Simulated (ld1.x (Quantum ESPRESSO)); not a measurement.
Reading a pseudo-wave (platinum (Pt))

Columns: radius, all-electron u(r) and pseudo u(r) of the 6s shell (level -9.16 eV) of platinum in the configuration [Xe] 4f14 5d9 6s0.5 6p0; PBE, scalar-relativistic, PAW scheme, ld1.x (Quantum ESPRESSO) 7.5.

```
r (bohr)  all-electron   pseudo
   0.178        0.0857  -0.0965
   0.355       -0.1917  -0.1902
   0.533        0.1122  -0.2802
   0.710        0.3101  -0.3635
   0.888        0.2656  -0.4394
   1.065        0.0895  -0.5058
   1.243       -0.1192  -0.5626
   1.420       -0.3059  -0.6087
   1.598       -0.4535  -0.6443
   1.775       -0.5582  -0.6692
   1.953       -0.6261  -0.6841
   2.130       -0.6631  -0.6893
   2.308       -0.6762  -0.6855
   2.485       -0.6713  -0.6734
   2.662       -0.6534  -0.6535
   2.840       -0.6262  -0.6262
   3.018       -0.5928  -0.5928
   3.195       -0.5561  -0.5561
   3.373       -0.5174  -0.5174
   3.550       -0.4784  -0.4784
   3.728       -0.4399  -0.4399
   3.905       -0.4027  -0.4027
   4.083       -0.3671  -0.3671
   4.260       -0.3336  -0.3336
   4.438       -0.3020  -0.3020
   4.615       -0.2728  -0.2728
```

Problem. How many radial nodes do the two functions have?

Solution. The all-electron 6s function has n − l − 1 = 5 (the table is too coarse to show those close to the nucleus); the pseudo-wave has 0, since the states of the same l below it are removed with the core.

Problem. At about which radius was the pseudo-wave matched?

Solution. 2.80 bohr, where the columns begin to agree (steps of 0.18 bohr).

Problem. Is the pseudo-wave norm-conserving?

Solution. No, it belongs to a PAW set: the norm inside the radius is not constrained, and the difference is carried by the augmentation charge.
